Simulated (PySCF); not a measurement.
PySCF was given this input:
```python
from pyscf import gto, scf, cc

mol = gto.M(
    atom='''
Si   -0.279835   -0.368462    0.505244
H    -0.949016   -1.249640   -0.619775
F     0.540745    0.712012   -0.717071
''',
    basis='def2-tzvp',
    charge=-1,
    spin=1,
    verbose=4,
)

mf = scf.UHF(mol)
mf.kernel()

mycc = cc.CCSD(mf)
mycc.kernel()
print('E(CCSD) = %.10f' % mycc.e_tot)
mf.analyze()
```

Question: What does this run give for the nuclear repulsion energy, total energy?

Answer: 
| Quantity | Result |
|---|---|
| nuclear repulsion energy | 43.1389 Eh |
| total energy | -389.506509 Ha |

These values belong to the state on which the SCF converged, which isn't shown to be the lowest.

Question: Roughly what does it cost on one core?

Answer: around 30 core-seconds (rough).
